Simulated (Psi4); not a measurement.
Input file for Psi4: SAPT0/jun-cc-pV(D+d)Z on CH6O2Si (a complex), monomers drawn apart or pushed together.

```
memory 8100 MB

molecule dimer {
0 1
Si    0.10655027   -0.31917526    0.64220098
H    -0.27518128   -0.53061173   -0.77427612
H     0.68623971   -1.55908719    1.19231386
H    -1.14324738    0.00998596    1.38020952
H     1.04486590    0.81481815    0.74117111
--
0 1
O     0.84722934    0.44185779    5.22269495
C    -0.02594029    0.72638667    5.99450826
O    -1.31991536    0.86767984    5.68192776
H     0.12237065    0.90963147    7.06620049
H    -1.41905252    0.69910686    4.72642399
units angstrom
symmetry c1
no_reorient
no_com
}

set {
  basis jun-cc-pV(D+d)Z
  scf_type df
  freeze_core true
}

energy('sapt0')
```

It printed:

```
[...]
==> Input File <==

--------------------------------------------------------------------------
memory 8100 MB

molecule dimer {
0 1
Si    0.10655027   -0.31917526    0.64220098
H    -0.27518128   -0.53061173   -0.77427612
H     0.68623971   -1.55908719    1.19231386
H    -1.14324738    0.00998596    1.38020952
H     1.04486590    0.81481815    0.74117111
--
0 1
O     0.84722934    0.44185779    5.22269495
C    -0.02594029    0.72638667    5.99450826
O    -1.31991536    0.86767984    5.68192776
H     0.12237065    0.90963147    7.06620049
H    -1.41905252    0.69910686    4.72642399
units angstrom
symmetry c1
no_reorient
no_com
}

set {
  basis jun-cc-pV(D+d)Z
  scf_type df
  freeze_core true
}

energy('sapt0')
--------------------------------------------------------------------------


   => Loading Basis Set <=

    Name: JUN-CC-PV(D+D)Z
    Role: ORBITAL
    Keyword: BASIS
    atoms 1         entry SI         line   566 file jun-cc-pv_dpd_z.gbs
    atoms 2-5, 9-10 entry H          line    60 file jun-cc-pv_dpd_z.gbs
    atoms 6, 8      entry O          line   256 file jun-cc-pv_dpd_z.gbs
    atoms 7         entry C          line   188 file jun-cc-pv_dpd_z.gbs

   => Loading Basis Set <=

    Name: JUN-CC-PV(D+D)Z
    Role: ORBITAL
    Keyword: BASIS
    atoms 1         entry SI         line   566 file jun-cc-pv_dpd_z.gbs
    atoms 2-5, 9-10 entry H          line    60 file jun-cc-pv_dpd_z.gbs
    atoms 6, 8      entry O          line   256 file jun-cc-pv_dpd_z.gbs
    atoms 7         entry C          line   188 file jun-cc-pv_dpd_z.gbs


  //>>>>>>>>>>>>>>>>>>>>>>>>>>>>>>>>>>>//
  //              Dimer HF             //
  //<<<<<<<<<<<<<<<<<<<<<<<<<<<<<<<<<<<//

   => Libint2 <=

    Primary   basis highest AM E, G, H:  7, 6, 3
    Auxiliary basis highest AM E, G, H:  7, 7, 4
    Onebody   basis highest AM E, G, H:  -, -, -
    Solid Harmonics ordering:            Gaussian


   => Loading Basis Set <=

    Name: JUN-CC-PV(D+D)Z
    Role: ORBITAL
    Keyword: BASIS
    atoms 1         entry SI         line   566 file jun-cc-pv_dpd_z.gbs
    atoms 2-5, 9-10 entry H          line    60 file jun-cc-pv_dpd_z.gbs
    atoms 6, 8      entry O          line   256 file jun-cc-pv_dpd_z.gbs
    atoms 7         entry C          line   188 file jun-cc-pv_dpd_z.gbs


         ---------------------------------------------------------
                                   SCF
               by Justin Turney, Rob Parrish, Andy Simmonett
                          and Daniel G. A. Smith
                              RHF Reference
                        4 Threads,   7724 MiB Core
         ---------------------------------------------------------

  ==> Geometry <==

    Molecular point group: c1
    Full point group: C1

    Geometry (in Angstrom), charge = 0, multiplicity = 1:

       Center              X                  Y                   Z               Mass
    ------------   -----------------  -----------------  -----------------  -----------------
         SI           0.106550270000    -0.319175260000     0.642200980000    27.976926534650
         H           -0.275181280000    -0.530611730000    -0.774276120000     1.007825032230
         H            0.686239710000    -1.559087190000     1.192313860000     1.007825032230
         H           -1.143247380000     0.009985960000     1.380209520000     1.007825032230
         H            1.044865900000     0.814818150000     0.741171110000     1.007825032230
         O            0.847229340000     0.441857790000     5.222694950000    15.994914619570
         C           -0.025940290000     0.726386670000     5.994508260000    12.000000000000
         O           -1.319915360000     0.867679840000     5.681927760000    15.994914619570
         H            0.122370650000     0.909631470000     7.066200490000     1.007825032230
         H           -1.419052520000     0.699106860000     4.726423990000     1.007825032230

  Running in c1 symmetry.

  Rotational constants: A =      0.32699  B =      0.01122  C =      0.01095 [cm^-1]
  Rotational constants: A =   9802.86566  B =    336.42738  C =    328.31634 [MHz]
  Nuclear repulsion =  135.972259622099017

  Charge       = 0
  Multiplicity = 1
  Electrons    = 42
  Nalpha       = 21
  Nbeta        = 21

  ==> Algorithm <==

  SCF Algorithm Type is DF.
  DIIS enabled.
  MOM disabled.
  Fractional occupation disabled.
  Guess Type is SAD.
  Energy threshold   = 1.00e-08
  Density threshold  = 1.00e-08
  Integral threshold = 1.00e-12

  ==> Primary Basis <==

  Basis Set: JUN-CC-PV(D+D)Z
    Blend: JUN-CC-PV(D+D)Z
    Number of shells: 53
    Number of basis functions: 111
    Number of Cartesian functions: 116
    Spherical Harmonics?: true
    Max angular momentum: 2

   => Loading Basis Set <=

    Name: (JUN-CC-PV(D+D)Z AUX)
    Role: JKFIT
    Keyword: DF_BASIS_SCF
    atoms 1         entry SI         line   506 file jun-cc-pvdz-jkfit.gbs
    atoms 2-5, 9-10 entry H          line    70 file jun-cc-pvdz-jkfit.gbs

[...]
 6.717048   108A     14.132577
     109A     14.150239   110A     14.152183   111A    103.595864

    Final Occupation by Irrep:
              A
    DOCC [    12 ]
    NA   [    12 ]
    NB   [    12 ]

  @DF-RHF Final Energy:  -188.79136884703627

   => Energetics <=

    Nuclear Repulsion Energy =             70.2800033285382284
    One-Electron Energy =                -398.0098405791369487
    Two-Electron Energy =                 138.9384684035624673
    Total Energy =                       -188.7913688470362672

Computation Completed


Properties will be evaluated at   0.000000,   0.000000,   0.000000 [a0]

Properties computed using the SCF density matrix


 Multipole Moments:

 ------------------------------------------------------------------------------------
     Multipole            Electronic (a.u.)      Nuclear  (a.u.)        Total (a.u.)
 ------------------------------------------------------------------------------------

 L = 1.  Multiply by 2.5417464519 to convert [e a0] to [Debye]
 Dipole X            :          9.2665854           -9.8904708           -0.6238854
 Dipole Y            :        -30.9302538           31.0734458            0.1431921
 Dipole Z            :       -254.8672518          255.1067072            0.2394554
 Magnitude           :                                                    0.6834295

 ------------------------------------------------------------------------------------

  Constructing Basis Sets for SAPT...

   => Loading Basis Set <=

    Name: (JUN-CC-PV(D+D)Z AUX)
    Role: RIFIT
    Keyword: DF_BASIS_SAPT
    atoms 1         entry SI         line   376 file jun-cc-pvdz-ri.gbs
    atoms 2-5, 9-10 entry H          line    30 file jun-cc-pvdz-ri.gbs
    atoms 6, 8      entry O          line   188 file jun-cc-pvdz-ri.gbs
    atoms 7         entry C          line   100 file jun-cc-pvdz-ri.gbs

   => Loading Basis Set <=

    Name: (JUN-CC-PV(D+D)Z AUX)
    Role: JKFIT
    Keyword: DF_BASIS_ELST
    atoms 1         entry SI         line   506 file jun-cc-pvdz-jkfit.gbs
    atoms 2-5, 9-10 entry H          line    70 file jun-cc-pvdz-jkfit.gbs
    atoms 6, 8      entry O          line   258 file jun-cc-pvdz-jkfit.gbs
    atoms 7         entry C          line   146 file jun-cc-pvdz-jkfit.gbs


  //>>>>>>>>>>>>>>>>>>>>>>>>>>>>>>>>>>>//
  //               SAPT0               //
  //<<<<<<<<<<<<<<<<<<<<<<<<<<<<<<<<<<<//



        SAPT0
    Ed Hohenstein
     6 June 2009

      Orbital Information
  --------------------------
    NSO        =       111
    NMO        =       111
    NRI        =       364
    NRI (Elst) =       496
    NOCC A     =         9
    NOCC B     =        12
    FOCC A     =         5
    FOCC B     =         3
    NVIR A     =       102
    NVIR B     =        99

    Elst10,r            =    -0.000519962021 [Eh]
    Exch10              =     0.000059823248 [Eh]
    Exch10 (S^2)        =     0.000059819112 [Eh]

    Maxiter = 50
    CPHF R converge = 1.000000E-08

    Iter     Energy [mEh]          dE [mEh]         Residual      Time [s]
       1      -0.07180991       0.071809915     1.466811e-03             0
       2      -0.09538816       0.023578241     3.438943e-04             0
       3      -0.09561023       0.000222078     5.620851e-05             0
       4      -0.09541254      -0.000197695     6.330792e-06             0
       5      -0.09543761       0.000025074     1.378706e-06             0
       6      -0.09543497      -0.000002646     2.717802e-07             0
       7      -0.09543494      -0.000000028     3.368051e-08             0
       8      -0.09543500       0.000000057     5.601397e-09             0

    CHF Iterations converged

    Maxiter = 50
    CPHF R converge = 1.000000E-08

    Iter     Energy [mEh]          dE [mEh]         Residual      Time [s]
       1      -0.00484487       0.004844874     4.459524e-04             0
       2      -0.00539633       0.000551457     2.170028e-04             0
       3      -0.00588723       0.000490902     4.757539e-05             0
       4      -0.00583559      -0.000051642     1.862163e-05             0
       5      -0.00583322      -0.000002369     7.709477e-06             0
       6      -0.00583668       0.000003455     2.659658e-06             0
       7      -0.00583759       0.000000910     5.153418e-07             0
       8      -0.00583727      -0.000000316     1.428575e-07             0
       9      -0.00583725      -0.000000022     4.124597e-08             0
      10      -0.00583727       0.000000024     6.842949e-09             0

    CHF Iterations converged

    Ind20,r (A<-B)      =    -0.000095434995 [Eh]
    Ind20,r (B<-A)      =    -0.000005837272 [Eh]
    Ind20,r             =    -0.000101272268 [Eh]
    Exch-Ind20,r (A<-B) =     0.000006942793 [Eh]
    Exch-Ind20,r (B<-A) =     0.000003436975 [Eh]
    Exch-Ind20,r        =     0.000010379768 [Eh]
    Disp20              =    -0.000318857652 [Eh]
    Disp20 (SS)         =    -0.000159428826 [Eh]
    Disp20 (OS)         =    -0.000159428826 [Eh]
    Exch-Disp20         =     0.000004876434 [Eh]
    Exch-Disp20 (SS)    =     0.000003014950 [Eh]
    Exch-Disp20 (OS)    =     0.000001861484 [Eh]

    SAPT Results
  --------------------------------------------------------------------------------------------------------
    Electrostatics                 -0.51996202 [mEh]      -0.32628109 [kcal/mol]      -1.36516010 [kJ/mol]
      Elst10,r                     -0.51996202 [mEh]      -0.32628109 [kcal/mol]      -1.36516010 [kJ/mol]

    Exchange                        0.05982325 [mEh]       0.03753965 [kcal/mol]       0.15706592 [kJ/mol]
      Exch10                        0.05982325 [mEh]       0.03753965 [kcal/mol]       0.15706592 [kJ/mol]
      Exch10(S^2)                   0.05981911 [mEh]       0.03753706 [kcal/mol]       0.15705506 [kJ/mol]

    Induction                      -0.09687153 [mEh]      -0.06078781 [kcal/mol]      -0.25433618 [kJ/mol]
      Ind20,r                      -0.10127227 [mEh]      -0.06354931 [kcal/mol]      -0.26589030 [kJ/mol]
      Exch-Ind20,r                  0.01037977 [mEh]       0.00651340 [kcal/mol]       0.02725208 [kJ/mol]
      delta HF,r (2)               -0.00597903 [mEh]      -0.00375190 [kcal/mol]      -0.01569795 [kJ/mol]

    Dispersion                     -0.31398122 [mEh]      -0.19702619 [kcal/mol]      -0.82435757 [kJ/mol]
      Disp20                       -0.31885765 [mEh]      -0.20008620 [kcal/mol]      -0.83716065 [kJ/mol]
      Exch-Disp20                   0.00487643 [mEh]       0.00306001 [kcal/mol]       0.01280308 [kJ/mol]
      Disp20 (SS)                  -0.15942883 [mEh]      -0.10004310 [kcal/mol]      -0.41858033 [kJ/mol]
      Disp20 (OS)                  -0.15942883 [mEh]      -0.10004310 [kcal/mol]      -0.41858033 [kJ/mol]
      Exch-Disp20 (SS)              0.00301495 [mEh]       0.00189191 [kcal/mol]       0.00791575 [kJ/mol]
      Exch-Disp20 (OS)              0.00186148 [mEh]       0.00116810 [kcal/mol]       0.00488733 [kJ/mol]

  Total HF                         -0.55701031 [mEh]      -0.34952924 [kcal/mol]      -1.46243036 [kJ/mol]
  Total SAPT0                      -0.87099153 [mEh]      -0.54655543 [kcal/mol]      -2.28678794 [kJ/mol]

  Special recipe for scaled SAPT0 (see Manual):
    Electrostatics sSAPT0          -0.51996202 [mEh]      -0.32628109 [kcal/mol]      -1.36516010 [kJ/mol]
    Exchange sSAPT0                 0.05982325 [mEh]       0.03753965 [kcal/mol]       0.15706592 [kJ/mol]
    Induction sSAPT0               -0.09686938 [mEh]      -0.06078645 [kcal/mol]      -0.25433052 [kJ/mol]
    Dispersion sSAPT0              -0.31398021 [mEh]      -0.19702555 [kcal/mol]      -0.82435492 [kJ/mol]
  Total sSAPT0                     -0.87098836 [mEh]      -0.54655345 [kcal/mol]      -2.28677963 [kJ/mol]
  --------------------------------------------------------------------------------------------------------



*** Psi4 exiting successfully. Buy a developer a beer!
```

The run finished.

Cost: very roughly 14 core-seconds.
